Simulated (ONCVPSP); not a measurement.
## zirconium (Zr): variants of one ONCV potential

Base potential:

- Element: zirconium (Zr)
- Generator: ONCVPSP 4.0.1
- Type: optimised norm-conserving Vanderbilt (ONCV)
- Functional: PW91
- Relativity: scalar-relativistic
- Frozen core: [Ar] 3d10
- Valence charge: 12
- Reference configuration: 4s2 4p6 4d2 5s1 5p1
- Partial waves: 4s+5s: rc 2.05 bohr, ncon 3, nbas 7, qcut 6.9 1/bohr, 2 projectors; 4p+5p: rc 2.05 bohr, ncon 4, nbas 7, qcut 6 1/bohr, 2 projectors; 4d: rc 2.55 bohr, ncon 5, nbas 10, qcut 5.1 1/bohr, 1 projector
- Local potential: polynomial inside 1.30 bohr (lpopt 5, dvloc0 0 Ha)
- Core correction: Teter function, fcfact 3.5, rcfact 1.15

All-electron outer shells of the reference configuration (PW91, scalar-relativistic, ld1.x):

```tsv
shell	level (eV)	outermost node (bohr)	outermost maximum (bohr)
3p	-318.99	0.18	0.40
3d	-176.08	–	0.35
4s	-55.80	0.55	1.08
4p	-33.74	0.56	1.17
5s	-5.21	1.46	3.11
4d	-4.70	0.58	1.59
5p	-2.07	1.69	4.05
```

Cutoffs, loose and tight: the cutoffs (Ha) at which the residual kinetic energy of the hardest occupied pseudo-wave falls to 1 and 0.1 mHa per electron. They do not see the model core or the augmentation charge, which bear on the density cutoff. Test errors are all-electron minus pseudo excitation energies from the reference, over the configurations 4s2 4p6 4d2 5s2 5p0; 4s2 4p6 4d2 5s1 5p0; 4s2 4p6 4d2 5s0 5p0; 4s2 4p6 4d1 5s2 5p1. A dash means not determined; rows that change the core or the reference have their own tests.

| change | outcome | cutoff, loose | cutoff, tight | bound ghosts | GHOST(+) flags above zero | largest test error (meV) |
| --- | --- | --- | --- | --- | --- | --- |
| base | generated | 14 Ha | 17 Ha | none | s | +11 |
| s: qcut 7.5; p: qcut 6.5; d: qcut 5.5 | generated | 16 Ha | 20 Ha | none | s | +9.0 |
| s: rc 1.84 | generated | 16 Ha | 19 Ha | none | none | +12 |
| core [Ar] 3d10 4s2, valence charge 10; reference 4p6 4d2 5s1.5; waves now 5s: rc 3.20 bohr, ncon 4, nbas 7, qcut 2.6 1/bohr, 1 projector; 4p: rc 1.60 bohr, ncon 4, nbas 8, qcut 8 1/bohr, 3 projectors, debl 1.1 Ha; 4d: rc 2.00 bohr, ncon 5, nbas 10, qcut 5.6 1/bohr, 3 projectors, debl 2.3 Ha; local potential polynomial inside 1.50 bohr (lpopt 5, dvloc0 4 Ha) | failed: ERROR pspot: first pseudo wave function has node, program will stop | – | – | – | – | – |
| d: qcut 6.8 | generated | 14 Ha | 17 Ha | none | s | -4.1 |
| s: ncon 5, nbas 9 | generated | 16 Ha | 19 Ha | none | s | +12 |
| reference 4s2 4p6 4d2 5s2; waves 4p: rc 2.05 bohr, ncon 4, nbas 7, qcut 6 1/bohr, 2 projectors, debl 1.2 Ha; 4d: rc 2.05 bohr, ncon 5, nbas 10, qcut 6.3 1/bohr, 1 projector | generated | 14 Ha | 17 Ha | none | s | -6.2 over the solved tests; 1 of 4 tests not solved or not reliable |

What comes out with this change to the base: d: rc 3.18?

outcome: generated; cutoff, loose: 14 Ha; cutoff, tight: 17 Ha; bound ghosts: none; GHOST(+) flags above zero: s; largest test error (meV): +37.
